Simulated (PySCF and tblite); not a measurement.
Molecule: C3H10BFO2, numbered as in [BH3-:1][O+:2]([CH3:3])[CH2:4][O:5][CH2:6][F:7]; H are named by their carrier, a and b as at the first point (Å):

```
B1      -1.713    1.253   -0.165
O2      -0.530    0.045   -0.458
C3      -1.185   -1.214   -0.303
C4       0.428    0.213    0.571
O5       1.510   -0.665    0.393
C6       2.399   -0.294   -0.594
F7       3.127    0.797   -0.199
H1a     -1.133    2.262   -0.375
H1b     -2.553    1.007   -0.957
H1c     -2.037    1.103    0.967
H3a     -0.441   -2.014   -0.315
H3b     -1.867   -1.323   -1.143
H3c     -1.751   -1.241    0.630
H4a      0.002   -0.020    1.552
H4b      0.750    1.259    0.540
H6a      3.101   -1.122   -0.734
H6b      1.904   -0.013   -1.535
```

The mean out-of-plane torsion at O2 (0° is planar) is held and the rest relaxed at GFN2-xTB. Energies: revPBE/pcSseg-1 + D3(BJ). Couplings: B3LYP/6-31G* with H pcJ-1 F pcJ-1 B pcJ-1, gas phase, for ¹H, ¹⁹F, ¹¹B. Programs: tblite and PySCF.

**Question.** How do the most sensitive couplings change along the out-of-plane angle?

**Answer.** 
```tsv
out-of-plane angle °	²J(F7,H6b)	⁴J(F7,H4a)	³J(B1,H4a)	²J(H4a,H4b)	²J(F7,H6a)	³J(B1,H4b)	²J(H6a,H6b)	⁴J(F7,H4b)	⁴J(H4a,H6b)
-39	64.8	1.0	0.5	-10.4	53.2	0.5	-4.3	0.9	-1.3
-23	64.1	0.9	-0.1	-10.1	53.4	1.0	-4.2	1.0	-1.3
0	63.3	0.7	1.2	-10.8	53.9	1.2	-4.3	1.1	-1.3
23	65.1	1.8	2.2	-11.1	53.0	1.1	-4.4	0.9	-1.3
38	67.2	3.3	1.9	-11.2	53.1	0.9	-4.8	1.1	-1.1
```
Values in Hz. Computed couplings to fluorine can be off by tens of per cent at such levels.
